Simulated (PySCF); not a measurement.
# MNa cations for M along group 14

PBE0 with double-zeta basis sets in PySCF, for the lowest determinant that a PBE0 search found; no spin–orbit coupling. De refers to high-spin ground-configuration atoms (the charge goes to the atom of lower measured ionisation energy or higher electron affinity, which is not always the lowest computed limit). A positive dipole points towards Na; it is taken about the centre of mass and depends on that origin.

```csv
M,basis,charged atom,state (unpaired electrons),Re (Å),ωe (cm⁻¹),De (eV),μ (D)
C,aug-cc-pVDZ,Na+,"triplet (σ ↑, π ↑)",2.724,180,0.30,3.31
Si,pcseg-1,Na+,"triplet (σ ↑, π ↑)",3.221,131,0.44,5.85
Ge,def2-SVPD,Na+,"triplet (σ ↑, π ↑)",3.231,115,0.56,8.74
Sn,def2-SVP,Na+,"triplet (σ ↑, π ↑)",3.409,106,0.60,9.96
Pb,cc-pVDZ/cc-pVDZ-PP,Na+,"triplet (σ ↑, π ↑)",3.444,105,n/a,10.52
```

**Question.** By what factor does the bond length vary along the series?

**Answer.** At PBE0 it runs from 2.724 Å (NaC⁺) to 3.409 Å (NaSn⁺), a factor of 1.25.

The rows differ in basis set, which adds steps of its own.

Down a group the atoms grow and get heavier, so bonds lengthen and wavenumbers fall; this series shows no clear exception.

Weak bonds: NaC⁺, NaSi⁺. Basis-set superposition, not corrected here, can be much of De in a small basis, most of all at correlated wavefunction levels. These are scalar-relativistic numbers at best; spin–orbit coupling would shift them, the dissociation energy most. For an ion De counts to the pair picked by the measured ionisation energies or electron affinities, which need not be the lowest pair at this level. States were picked by a PBE0 search and need not be the measured ground states.
